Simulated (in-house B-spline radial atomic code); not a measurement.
Mn⁺. Computed with a B-spline radial atomic code. Model: non-relativistic spherical atom: semilocal Troullier-Martins pseudo-atom, one channel per l, against all electrons, high spin, G0W0 and RPA with empty states to l = 8, local potential for every l without a channel, a model core (radius 0 = none) keeps its share of the functional.

What the tables leave out is listed at the end.

The pseudopotential gives back the lowest level of each angular momentum of its own functional in the configuration it was made in; a second state of the same l is only approximately right. Exact exchange, RPA and GW see the smooth pseudo-orbitals and miss the exchange with the core, for which the functional's share stands in. The column with an uncorrelated core keeps all orbitals and exact exchange, and so separates missing core correlation from pseudisation. Only the three outermost levels and the lowest empty one were computed. RPA here is direct RPA, with no exchange kernel, and its energies carry an (l + 1/2)⁻⁴ tail. A hybrid on a potential with a model core restores only its own semilocal share of the core's exchange.

Command:
```bash
python run_psgw.py task.json out
```
Settings (lengths in bohr, energies in hartree):
```
Z                      25
electrons              24
configuration          [Ar] 3d5 4s1
generated_in           [Ar] 3d5 4s2
functional             lda,vwn
core_shells            3
radius_factor          1.15
core_correction        False
ion_configuration      [Ar] 3d5
```

Run time, properties included: 65 s on 1 thread of Arm Neoverse N1, with other jobs on the host.

Given: made with LDA VWN5; model core radius 0 bohr; local radius 1.116 bohr; mean-field start LDA VWN5.

Valence shells of the generating configuration: 3s, 3p, 3d, 4s.

Channel: s 0.853, p 0.87, d 2.609 (radii in bohr).

Computed: largest level miss in the spin-unpolarised generating configuration 0.048 eV; valence RPA correlation energy all-electron orbitals -0.87943 hartree; valence RPA correlation energy pseudo -0.78989 hartree; pseudo-atom RPA polarisability 19.805 bohr³; ionisation by mean-field all-electron 16.324 eV; ionisation by RPA all-electron 16.106 eV; ionisation by RPA pseudo minus all 0.32 eV.

```csv
level,occupied,mean-field all-electron (eV),mean-field pseudo minus all (eV),G0W0 all-electron (eV),G0W0 uncorrelated core minus all (eV),G0W0 pseudo minus all (eV),exchange self-energy all-electron (eV),exchange self-energy pseudo (eV)
4s up,1,-12.695,-0.09,-16.309,0.01,-0.232,-12.265,-11.938
3d down (empty),0,-12.112,0.061,-6.7189,0.105,0.189,-12.179,-8.5186
```

Task: What is the all-electron RPA polarisability, core included?

Result: 20.226 bohr³.

Task: What is the ionisation by mean-field pseudo minus all?

Result: 0.135 eV.

Given: mean-field start PBE0.

Computed: valence RPA correlation energy all-electron orbitals -0.83049 hartree; pseudo-atom RPA polarisability 18.064 bohr³; ionisation by mean-field all-electron 15.785 eV; ionisation by mean-field pseudo minus all 0.089 eV; ionisation by RPA all-electron 15.974 eV; ionisation by RPA pseudo minus all 0.308 eV.

```csv
level,occupied,mean-field all-electron (eV),mean-field pseudo minus all (eV),G0W0 all-electron (eV),G0W0 uncorrelated core minus all (eV),G0W0 pseudo minus all (eV),exchange self-energy all-electron (eV),exchange self-energy pseudo (eV)
4s up,1,-13.131,-0.035,-16.121,0.01,-0.197,-11.911,-11.588
3d up,?,?,?,?,?,?,?,?
3p down,1,-61.533,-0.994,-66.029,0.129,-1.708,-43.889,-39.334
3d down (empty),0,-8.7679,-0.45,-5.5424,0.104,0.054,-11.344,-8.3237
```

Task: What belongs in the row 3d up?

Result: occupied: 1; mean-field all-electron (eV): -18.885; mean-field pseudo minus all (eV): -0.452; G0W0 all-electron (eV): -23.356; G0W0 uncorrelated core minus all (eV): 0.101; G0W0 pseudo minus all (eV): -0.389; exchange self-energy all-electron (eV): -39.917; exchange self-energy pseudo (eV): -33.215.

Task: What is the valence RPA correlation energy pseudo?

Result: -0.74931 hartree.

Task: What is the all-electron RPA polarisability, core included?

Result: 18.239 bohr³.

Given: mean-field start Hartree-Fock.

Computed: valence RPA correlation energy all-electron orbitals -0.7247 hartree; valence RPA correlation energy pseudo -0.66098 hartree; pseudo-atom RPA polarisability 13.672 bohr³; ionisation by mean-field all-electron 14.687 eV; ionisation by mean-field pseudo minus all 0.276 eV; ionisation by RPA all-electron 15.664 eV.

| level | occupied | mean-field all-electron (eV) | mean-field pseudo minus all (eV) | G0W0 all-electron (eV) | G0W0 uncorrelated core minus all (eV) | G0W0 pseudo minus all (eV) | exchange self-energy all-electron (eV) | exchange self-energy pseudo (eV) |
| --- | --- | --- | --- | --- | --- | --- | --- | --- |
| 4s up | 1 | -14.803 | -0.287 | -15.763 | 0.009 | -0.341 | -11.108 | -11.119 |
| 3d up | ? | ? | ? | ? | ? | ? | ? | ? |
| 3p down | 1 | -68.535 | -1.985 | -67.142 | 0.142 | -2.094 | -43.536 | -39.414 |
| 4s down (empty) | 0 | -5.8371 | -0.041 | -6.9358 | 0.005 | -0.069 | -0.74102 | -0.52351 |

Task: What belongs in the row 3d up?

Result: occupied: 1; mean-field all-electron (eV): -25.398; mean-field pseudo minus all (eV): 0.353; G0W0 all-electron (eV): -24.364; G0W0 uncorrelated core minus all (eV): 0.108; G0W0 pseudo minus all (eV): -0.295; exchange self-energy all-electron (eV): -40.564; exchange self-energy pseudo (eV): -33.497.

Task: What is the ionisation by RPA pseudo minus all?

Result: 0.321 eV.

Task: What is the all-electron RPA polarisability, core included?

Result: 14.148 bohr³.

Among the listed levels the largest G0W0 shift of the pseudo-atom is -2.09 eV, for 3p down on the Hartree-Fock start, while leaving the core uncorrelated moves that level by +0.14 eV. So pseudisation and the lost core exchange, not the missing core correlation, make the error. Not in the tables (levels of low weight, unsolved or above zero; the highest and the empty levels are kept at any weight): on LDA the G0W0 levels 3d up (pseudo minus all -0.49 eV, weights 0.54 and 0.67), 3p down (pseudo minus all -1.58 eV, weights 0.61 and 0.68).
